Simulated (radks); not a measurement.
The numbers below are computed, except where a source is named.
Spin polarisation of the 4p3 shell in neutral arsenic. Start: [Ar] 3d10 4s2 4p(up 1.5, down 1.5); electrons of 4p are moved from spin down to spin up, other shells keep equal spins. Code: a radial shooting solver on a logarithmic mesh with Libxc functionals. Model: scalar-relativistic Kohn-Sham, r2SCAN, spin-polarised, spherical densities, finite nucleus; meta-GGA in the generalised Kohn-Sham scheme; Fermi nuclear charge, rms radius of each element as measured or else 0.836 A^(1/3) + 0.57 fm.

| moment (Bohr magnetons) | E - E(0) (eV) | e(4p up) (eV) | e(4p down) (eV) | 4s down minus up (eV) | 3d down minus up (eV) | 3p down minus up (eV) |
|---|---|---|---|---|---|---|
| 0 | 0.000 | -5.345 | -5.345 | 0.000 | 0.000 | 0.000 |
| 0.75 | -0.136 | -5.674 | -4.948 | 0.758 | 0.072 | 0.043 |
| 1.5 | -0.547 | -5.944 | -4.470 | 1.525 | 0.144 | 0.085 |
| 2.25 | -1.248 | -6.157 | -3.876 | 2.304 | 0.217 | 0.127 |
| 3 | -2.286 | -6.310 | -2.947 | 3.108 | 0.289 | 0.168 |

At moment 3 the spin-polarisation energy is -2.286 eV and the 4p exchange splitting 3.363 eV, that is 1.121 eV per Bohr magneton; E = -I m^2/4 would give I = 1.016 eV.
